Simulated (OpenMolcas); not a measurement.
Ni⁷⁺: effect of the active space

* Program: OpenMolcas 26.06
* Method: MS-CASPT2 or its RAS form, IPEA 0.25 Eh, imaginary shift 0.1 Eh
* Basis: ANO-RCC-VTZP
* Scalar Hamiltonian: DKH2, point nucleus
* Spin-orbit coupling: RASSI with atomic mean-field integrals over the reference wave functions, term energies averaged over their components

A. 3 electrons in 5 orbitals (3d); 2S+1 = 4 even, 10 roots; 2S+1 = 2 even, 40 roots; closed shells correlated: 3s 3p; CASPT2 step of the order of 14 core-seconds
B. 9 electrons in 8 orbitals (RAS1 3p, at most 2 holes; RAS2 3d); 2S+1 = 4 even, 10 roots; 2S+1 = 2 even, 40 roots; closed shells correlated: 3s; CASPT2 step roughly 40 core-seconds

Energies in cm-1 above 3d3 4F 3/2, the measured ground level; measured values from Corliss and Sugar, J. Phys. Chem. Ref. Data 10, 197 (1981).

```tsv
Level	A	B	Measured
3d3 4F 3/2	0.0	0.0	0.0
3d3 4F 5/2	989	1007	1012
3d3 4F 7/2	2290	2330	2184
3d3 4F 9/2	3850	3910	3721
3d3 4P 1/2	24270	24180	23261
3d3 4P 3/2	24510	24420	23710
3d3 4P 5/2	25830	25780	24669
3d3 2G 7/2	26520	26680	
3d3 2G 9/2	27760	27920	
3d3 2P 3/2 [51 %]	33570	33560	
3d3 2P 1/2	34150	34030	
3d3 2H 9/2	36970	36850	
3d3 2D 5/2(1)	37410	37660	
3d3 2D 3/2(1) [54 %]	37790	37880	
3d3 2H 11/2	37810	37690	
3d3 2F 7/2	59150	59110	
3d3 2F 5/2	59670	59640	
3d3 2D 5/2(2)	92510	91630	
3d3 2D 3/2(2)	93120	92250
```

Deviations, from unrounded energies. A percentage is the sum of absolute deviations over the sum of measured energies, with the sign that they share, or ± where signs differ.

```tsv
Against measurement	Levels	A	B
mean absolute deviation (cm-1)	6	540	510
fine structure of the ground term (%)	3	±3.7	±5.0
other terms of the ground configuration (%)	3	+4.1	+3.8
```

A, B lie about equally close to measurement. The largest miss of B in the table is 3d3 4P 5/2, by +1100 cm-1. The ranking rests on the paired levels alone, and a cruder setting can come out closer through cancelling errors.

The two smallest mean deviations differ by little beside CASPT2's spread within terms, so their order carries little weight.

Between A and B the level of the table that moves most is 3d3 2D 5/2(2), by 880 cm-1 (lowest in B, highest in A). Moves below CASPT2's spread within the term are not significant.

CASPT2 breaks the degeneracy within a term, and the mean is taken; among the terms shown or strongly mixed into the levels shown the widest spread is 990 cm-1 (3d3 4F, B). Active for correlation alone: 3p; no level in the range computed is led by a configuration that opens it, so any true level of that kind is missing (holds for B). The CASPT2 spread within a term exceeds the gap to the next term for 3d3 2D(1) and 3d3 2H, so the order of their levels is uncertain (holds for B). Measured partners are found by configuration, term and J. A level has none where our copy of the source lacks it or the pairing is in doubt (some pairs that miss far off the trend of their configuration count as doubtful), and it then counts in no deviation. Levels of configurations outside the active space are missing.

A share in square brackets marks a mixed level and gives the weight of the term that names it, the lowest over the columns. A number in round brackets counts repeated terms of one configuration in the order of the reference energies.
